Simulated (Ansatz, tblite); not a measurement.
Cost and result up the ladder for TiO2 (3 atoms). Charge 0, multiplicity 1. Geometry: PBE-D4/def2-TZVP.

```xyz
3

Ti   -0.2027   -0.0087   -0.5934
O     0.5275   -1.2767    0.1700
O    -0.3248    1.2854    0.4234
```

Ansatz on 4 threads of Arm Neoverse V2 on a shared host; xTB runs through tblite on one thread. Times are rough, summed over both states, and most runs start from the orbitals of an earlier one. No level here is sound enough to serve as a yardstick. The other state is a doublet.

The xTB rows come from tblite.

Run but left out: HF/def2-TZVPP, MP2/def2-TZVPP, CCSD/def2-TZVPP, CCSD(T)/def2-TZVPP (charge +1 doublet: ⟨S²⟩ 1.41, where a pure state has 0.75).

Raw xTB energies of ions are shifted by several eV.

```tsv
level	functions	wall time	vertical IE (eV)	remarks
GFN1-xTB	17	0.004 s	18.48	–
GFN2-xTB	17	0.004 s	15.67	–
PBE-D4/def2-TZVP	107	1.8 s	9.59	–
PBE0-D4/def2-TZVP	107	2.8 s	9.61	spin-contaminated (⟨S²⟩ 0.83) (+1 doublet)
r2SCAN-D4/def2-TZVP (with forces)	107	4.2 s	9.55	–
```
